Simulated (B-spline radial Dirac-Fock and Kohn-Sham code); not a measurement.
# Elastic and transport cross sections of selenium for electrons

Model: relativistic (Dirac) partial waves in the static field of the Dirac-Fock atom with Furness-McCarthy exchange, without polarisation or absorption potentials. Program: a B-spline atomic structure program. Below a few hundred eV the neglected polarisation potential matters, most of all at small angles. σ_tr1 and σ_tr2 weight the cross section with 1 − P₁ and 1 − P₂ of cos θ; "backward" is the share scattered beyond 90°.

```tsv
energy (eV)	σ (a₀²)	σ_tr1 (a₀²)	σ_tr2 (a₀²)	σ/σ_tr1	backward (%)
200	14.6	5.64	5.73	2.60	20
202	14.6	5.62	5.68	2.60	20
258	13.2	4.99	4.49	2.65	19
259	13.2	4.98	4.47	2.65	19
283	12.7	4.71	4.08	2.69	18
300	12.4	4.53	3.85	2.73	18
312	12.2	4.41	3.69	2.76	17
385	11.1	3.74	2.99	2.95	15
413	10.7	3.52	2.80	3.03	15
433	?	?	?	?	?
452	10.2	3.25	2.58	3.15	14
500	9.74	2.95	2.36	3.30	13
713	8.12	2.03	1.79	4.01	10
802	7.63	1.77	1.65	4.31	9.5
1000	6.77	1.36	1.40	4.98	8.1
1370	5.68	0.911	1.08	6.23	6.2
1500	5.39	0.808	0.999	6.67	5.7
1830	4.81	0.618	0.829	7.79	4.7
2000	4.57	0.547	0.760	8.36	4.3
2560	3.95	0.386	0.586	10.2	3.2
3000	3.59	0.307	0.490	11.7	2.7
3120	3.51	0.290	0.469	12.1	2.6
```

**Question.** Fill in the row for 433 eV.

**Answer.** σ = 10.5 a₀², σ_tr1 = 3.38 a₀², σ_tr2 = 2.68 a₀², σ/σ_tr1 = 3.10, backward 14 %. The ratio σ/σ_tr1 is roughly the number of elastic collisions that randomise the direction.

Values without a named source are computed, but for edge energies of neutral atoms, which are taken from tables.
